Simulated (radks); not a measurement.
The numbers below are computed, except where a source is named.
Problem. The iron ion Fe3+, configuration [Ar] 3d5. Code: a radial shooting solver on a logarithmic mesh with Libxc functionals. Model: scalar-relativistic Kohn-Sham, BLYP, spin-polarised, spherical densities, finite nucleus; open shells are filled with parallel spins first; Fermi nuclear charge, rms radius 3.7377 fm. Some entries of the table are withheld. Estimate them.

orbital  occ.  eigenvalue (Ry)  <1/r> (bohr^-1)
1s down     1        -517.3058            25.98
1s up       1        -517.3052            25.98
2s up       1        -63.07890            5.552
2s down     1        -62.88819            5.564
2p up       3        -54.15940            5.449
2p down     3        -54.01407            5.460
3s up       1         -9.76754            1.765
3s down     1         -9.33508            1.752
3p up       3         -7.25647            1.631
3p down     3         -6.83592            1.615
3d up       5              (1)            1.323
3d down     0              (2)            1.280

Solution. 
(1) 3d up eigenvalue (Ry): -3.30643
(2) 3d down eigenvalue (Ry): -2.92032
